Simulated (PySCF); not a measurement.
Compound: C4H6F2O2.
Numbering: `[F:1][C@@H:2]1[CH2:3][C@H:4]([F:5])[O:6][CH2:7][O:8]1` (hydrogens: H9 on C2; H10, H11 on C3; H12 on C4; H13, H14 on C7)

Method: PBE0-D3(BJ)/def2-SVP geometry optimisation, gas phase (PySCF 2.14.0); density fitting, grid level 1; the optimiser is geomeTRIC in internal coordinates, started from a GFN2-xTB structure with every atom displaced at random (about 0.01 Å).

Step 0: E = -13748.8642 eV
```
atom  x, y, z in Å  |  force x, y, z in eV/Å
F1     -0.2890   -1.6334    1.2253   -0.059   0.363  -0.325
C2      0.2548   -1.2841   -0.0053    0.207   0.122   0.871
C3      1.1854   -0.0864    0.1714   -0.293  -0.255   1.166
C4      0.4308    1.2149    0.2578   -1.759  -0.045  -0.172
F5     -0.1403    1.3461    1.5038    0.242  -0.132   0.009
O6     -0.6119    1.2802   -0.6939    0.683  -0.435   0.486
C7     -1.4359    0.1415   -0.6496   -0.765   0.543  -0.840
O8     -0.7202   -1.0357   -0.9245   -0.556   0.192  -0.026
H9      0.7892   -2.1723   -0.3179    0.388  -0.398  -0.457
H10     1.8731   -0.0404   -0.6571    0.454  -0.011  -0.630
H11     1.7578   -0.2129    1.1130   -0.047  -0.010  -0.365
H12     1.0361    2.0987    0.1032    0.483   0.401  -0.234
H13    -2.1964    0.2793   -1.4715    0.708  -0.239   0.683
H14    -1.9655    0.0781    0.3261    0.313  -0.095  -0.167
```

Step 1: E = -13748.9241 eV
```
atom  x, y, z in Å  |  force x, y, z in eV/Å
F1     -0.2543   -1.5708    1.2860   -0.094  -0.069   0.251
C2      0.2642   -1.2810    0.0586   -0.151  -0.046  -0.392
C3      1.1960   -0.0897    0.1754   -0.079   0.164  -0.260
C4      0.3970    1.1977    0.3168    0.221   0.076  -0.338
F5     -0.1179    1.2882    1.5820   -0.093  -0.008  -0.106
O6     -0.5947    1.2547   -0.6425   -0.329   0.053   0.196
C7     -1.4625    0.1535   -0.6714    0.504  -0.085  -0.011
O8     -0.7597   -1.0478   -0.8458    0.061  -0.040   0.069
H9      0.7789   -2.1799   -0.3223    0.033   0.042   0.129
H10     1.7832   -0.0154   -0.7607   -0.076  -0.044   0.263
H11     1.8714   -0.2238    1.0269    0.113   0.000   0.044
H12     1.0042    2.0979    0.1190    0.101  -0.097   0.242
H13    -2.0493    0.2718   -1.5863   -0.332   0.042   0.097
H14    -2.0884    0.1181    0.2450    0.121   0.011  -0.183
```

**Question.** Estimate the geometry and energy of step 2. (The exact step hangs on the optimiser's Hessian estimate; all steps are aligned on step 1, rigid shifts and turns removed.)

**Answer.** E = -13748.9639 eV, largest force 0.206 eV/Å
```
atom  x, y, z in Å  |  force x, y, z in eV/Å
F1     -0.2833   -1.5639    1.2713   -0.031  -0.034   0.083
C2      0.2586   -1.2822    0.0455   -0.070   0.033  -0.120
C3      1.1887   -0.0869    0.1714   -0.060   0.034  -0.034
C4      0.3998    1.2058    0.2949   -0.043  -0.092  -0.088
F5     -0.1435    1.2852    1.5476   -0.040   0.037   0.162
O6     -0.6004    1.2691   -0.6559    0.068  -0.019  -0.149
C7     -1.4435    0.1505   -0.6781    0.051  -0.035   0.157
O8     -0.7488   -1.0514   -0.8731    0.131   0.113  -0.113
H9      0.7891   -2.1817   -0.3058   -0.002   0.001   0.040
H10     1.7989   -0.0227   -0.7415    0.023  -0.036   0.016
H11     1.8507   -0.2186    1.0379    0.024   0.022  -0.020
H12     1.0287    2.0974    0.1421    0.004  -0.021   0.005
H13    -2.1111    0.2746   -1.5394   -0.015  -0.009   0.048
H14    -2.0158    0.0985    0.2638   -0.039   0.005   0.012
```

The energy changes by -0.0398 eV. The first-order estimate −F·Δx gives -0.0735 eV and the mean of the old and new forces, exact on a quadratic surface, -0.0395 eV. The step makes an angle of 63° with the force vector and moves no atom by more than 0.078 Å.

The cost below is that of the whole optimisation. On Arm Neoverse V2, one thread, shared host, this took 47 s and 0.58 GiB of memory at its peak.
